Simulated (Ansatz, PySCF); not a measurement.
This PySCF input computes a PBE/def2-TZVPD energy:

```python
from pyscf import gto, scf, dft

mol = gto.M(
    atom='''
    Cl   -1.40250737   -0.20014729    0.02098688
    C    -0.03054783    0.84410807    0.00883340
    Cl    1.41328896   -0.09777321   -0.02410455
    ''',
    basis='def2-tzvpd',
    charge=0,
    spin=0,
    verbose=4,
)

mf = dft.RKS(mol, xc='pbe').density_fit(auxbasis='def2-universal-jkfit')
mf.grids.level = 3
mf.conv_tol = 1e-9
mf.max_cycle = 100
mf.max_memory = 1500
mf.kernel()
if not mf.converged:
    mf = mf.newton()
    mf.kernel(mf.make_rdm1())
mf.analyze()
```

Write an input for the same energy in Ansatz (an electronic-structure program) and say what it gives.


Ansatz 0.2 input:
```yaml
crystal:
  periodic: [false, false, false]
  atoms:
    - {symbol: Cl, position_ang: [-1.40250737, -0.20014729, 0.02098688]}
    - {symbol: C, position_ang: [-0.03054783, 0.84410807, 0.00883340]}
    - {symbol: Cl, position_ang: [1.41328896, -0.09777321, -0.02410455]}
basis:
  gaussian:
    orbitals: def2-TZVPD
hamiltonian:
  xc: {name: PBE}
output: {forces: true}
```
It gives -958.02463 Eh, and PySCF -958.02466 Eh, a difference of 0.03 mEh, from the treatment of integrals and grids.
